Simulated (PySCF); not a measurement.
Rh: ionisation energy

Rh [Kr] 4d8 5s1 [4d3/2^4 4d5/2^4 5s1/2^1, M_J = 9/2] → Rh⁺ [Kr] 4d8 [4d3/2^4 4d5/2^4, M_J = 4], as a difference of total energies. All numbers are calculated (PySCF 2.14, the two-component X2C-1e Hamiltonian, in x2c-TZVPall-2c). Correlated levels: [Ar] 3d10 frozen; the 6 highest virtual spinors dropped. "Screened" scales the spin-orbit matrix elements by Boettger's factors to mimic the two-electron term; Breit and QED terms are absent.

```csv
method,ionisation energy (eV)
GHF (spin-free),6.312
GMP2 (spin-free),7.170
GHF (screened spin-orbit),6.311
GMP2 (screened spin-orbit),7.169
```

**Question.** How much does correlation contribute at GMP2 (screened spin-orbit)?

**Answer.** 7.169 − (6.311) = 0.858 eV, measured against GHF (screened spin-orbit).

The spin-free rows relax to the high-spin LS determinant and lack the spin-orbit shift.

Errors of the correlated levels include the incompleteness of this basis and the frozen core.

The labels give the starting determinants; with spin-orbit coupling the two ends relaxed to ⟨J²⟩ = 24.76, ⟨L²⟩ = 12.05, ⟨S²⟩ = 3.75 and ⟨J²⟩ = 20.02, ⟨L²⟩ = 12.06, ⟨S²⟩ = 2.01.

For comparison: 7.459 eV (measured; NIST Atomic Spectra Database, ionization energies).
